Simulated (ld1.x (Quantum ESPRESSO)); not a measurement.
## An all-electron radial function and its pseudo partner (cobalt (Co))

Columns: radius, all-electron u(r) and pseudo u(r) of the 4s shell (level -5.49 eV) of cobalt in the configuration [Ne] 3s2 3p6 3d7 4s2 4p0; PBEsol, scalar-relativistic, ultrasoft scheme, ld1.x (Quantum ESPRESSO) 7.5.

```csv
r (bohr),all-electron,pseudo
0.120,-0.1200,-0.0488
0.240,-0.1104,-0.0974
0.360,0.0962,-0.1456
0.480,0.2413,-0.1931
0.600,0.2734,-0.2399
0.720,0.2199,-0.2855
0.840,0.1189,-0.3297
0.960,-0.0005,-0.3722
1.080,-0.1205,-0.4128
1.200,-0.2314,-0.4511
1.320,-0.3287,-0.4867
1.440,-0.4108,-0.5193
1.560,-0.4779,-0.5486
1.680,-0.5311,-0.5743
1.800,-0.5718,-0.5960
1.920,-0.6015,-0.6134
2.040,-0.6215,-0.6265
2.160,-0.6334,-0.6349
2.280,-0.6383,-0.6385
2.400,-0.6374,-0.6374
2.520,-0.6315,-0.6315
2.640,-0.6216,-0.6216
2.760,-0.6083,-0.6083
2.880,-0.5924,-0.5924
3.000,-0.5745,-0.5745
3.120,-0.5550,-0.5550
```

**Question.** How many radial nodes do the two functions have?

**Answer.** The all-electron 4s function has n − l − 1 = 3 (the table is too coarse to show those close to the nucleus); the pseudo-wave has 0, since the states of the same l below it are removed with the core.

**Question.** At about which radius was the pseudo-wave matched?

**Answer.** 2.40 bohr, where the columns begin to agree (steps of 0.12 bohr).

**Question.** Is the pseudo-wave norm-conserving?

**Answer.** No, it belongs to an ultrasoft set: the norm inside the radius is not constrained, and the difference is carried by the augmentation charge.
